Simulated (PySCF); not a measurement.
Compound: GaCl2(CF3), CCl2F3Ga.
Bonds: Ga1–Cl2, Ga1–Cl3, Ga1–C4, C4–F5, C4–F6, C4–F7.

The calculation used PySCF 2.14.0, PBE0-D3(BJ)/def2-SVP geometry optimisation, gas phase.

(1) How far are the bound atoms from Ga1?

(2) List the angles at Ga1.

(3) What is the shape at Ga1?

(4) What are the other bond lengths?

(5) Give some angles away from the centre.

(6) What are the rotational constants (commonest isotopes, rigid rotor)?

Answers

(1) 3 atoms: C4 2.011 Å, Cl3 2.125 Å, Cl2 2.126 Å. The nearest atom not counted as bound is F6, at 2.77 Å (others tie with it).

(2) 
```csv
angle,degrees,distance of the outer atoms (Å)
Cl2–Ga1–C4,122.6,3.63
Cl3–Ga1–C4,119.1,3.57
Cl2–Ga1–Cl3,118.3,3.65
```

(3) Planar: angles 122.6°, 119.1° and 118.3°, sum 360.0°, 0.01 Å off the plane of its three neighbours.

(4) C4–F5, C4–F6, C4–F7 1.336 Å.

(5) Ga1–C4–F5 112.9°, Ga1–C4–F6 110.0°, Ga1–C4–F7 110.8°, F5–C4–F6 107.7°.

(6) A = 1574, B = 1028, C = 698.1 MHz: an asymmetric top.

Point group: near Cs, missed by 0.27 Å at most; the miss may be what the optimiser left on a soft mode. Charge 0, singlet. Stationary, but not proved a minimum.

Hardware: one thread, AMD EPYC (x86_64), on a shared host. Cost: 3.7 min wall, 3.2 min CPU, 0.56 GiB resident at most. These figures are those of the optimisation.
